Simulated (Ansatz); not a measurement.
```yaml
crystal:
  periodic: [false, false, false]
  atoms:
    - {symbol: F, position_ang: [-0.817731, 0.216461, -1.846933]}
    - {symbol: C, position_ang: [-0.222206, 0.697776, -0.603879]}
    - {symbol: Si, position_ang: [0.846147, -0.757839, 0.244587]}
    - {symbol: S, position_ang: [-1.507649, 1.400785, 0.573081]}
    - {symbol: H, position_ang: [0.444520, 1.596475, -0.868949]}
    - {symbol: H, position_ang: [1.681466, -0.142515, 1.406104]}
    - {symbol: H, position_ang: [1.791863, -1.410485, -0.809414]}
    - {symbol: H, position_ang: [-0.151771, -1.820062, 0.799671]}
    - {symbol: H, position_ang: [-1.971714, 0.170790, 1.087881]}
basis:
  gaussian: {orbitals: cc-pVTZ-DK}
total_charge: 5
magnetization: {spin_polarized: true, initial_magnetization: 1}
hamiltonian: {xc: {name: SPW92}}
accuracy: high
scf: {lower_state_search: off}
output: {forces: true}
```

```sh
$ ansatz run in.yaml --threads 2 --pin off --events-out ev --progress --plain --max-ram 4352MiB
```

Output, abridged:

```
Functional definition: SPW92
3540 factors; integrals over basis functions are off by at most 3.4e-9 eV
mean field evaluation 1: about -22199.1126 eV, gradient 1.9e2 eV
mean field evaluation 2: about -21202.0587 eV, gradient 2.2e2 eV
mean field evaluation 4: about -22184.1626 eV, gradient 1.8e2 eV
mean field evaluation 8: about -22387.4566 eV, gradient 5.2e0 eV
mean field evaluation 16: about -22388.9995 eV, gradient 1.5e-1 eV
mean field -22389.00454282 eV, -822.7807411363 hartree, gradient 5.1e-8 eV, S^2 1.758423; 0 other end points of the search recorded, 0 dependent functions left out
reference -22389.00454658 eV, -822.7807412745 hartree; 23, 22 occupied and 175, 176 virtual orbitals, 3540 factors
Total energy: -22389.00454658 eV, -822.7807412745 hartree
Relativity: scalar
Atom 0 at    -0.817731     0.216461    -1.846933 Å, force     1.892708     1.108788     3.929320 eV/Å
Atom 1 at    -0.222206     0.697776    -0.603879 Å, force    -5.091570     0.992520    -4.595204 eV/Å
Atom 2 at     0.846147    -0.757839     0.244587 Å, force     0.871868    -0.644791    -0.573369 eV/Å
Atom 3 at    -1.507649     1.400785     0.573081 Å, force    -0.729447     1.659875    -0.003835 eV/Å
Atom 4 at     0.444520     1.596475    -0.868949 Å, force     1.801341     0.717890    -0.892674 eV/Å
Atom 5 at     1.681466    -0.142515     1.406104 Å, force     2.274524     1.219847     2.788047 eV/Å
Atom 6 at     1.791863    -1.410485    -0.809414 Å, force     2.436998    -1.711712    -2.457053 eV/Å
Atom 7 at    -0.151771    -1.820062     0.799671 Å, force    -1.685443    -2.562841     1.154764 eV/Å
Atom 8 at    -1.971714     0.170790     1.087881 Å, force    -1.770978    -0.779575     0.650004 eV/Å
Dipole moment:     1.372308    -1.093594     1.450212 e Å
Checks for a lower state left out: stability, starts, cluster_reference, orbital_swaps, neighbouring_geometries, increment
```

Question: What is wrong with this run?

Answer: The charge is far from anything that the molecule holds. The calculation finished and met its thresholds. The result belongs to that input, not to the molecule as meant.
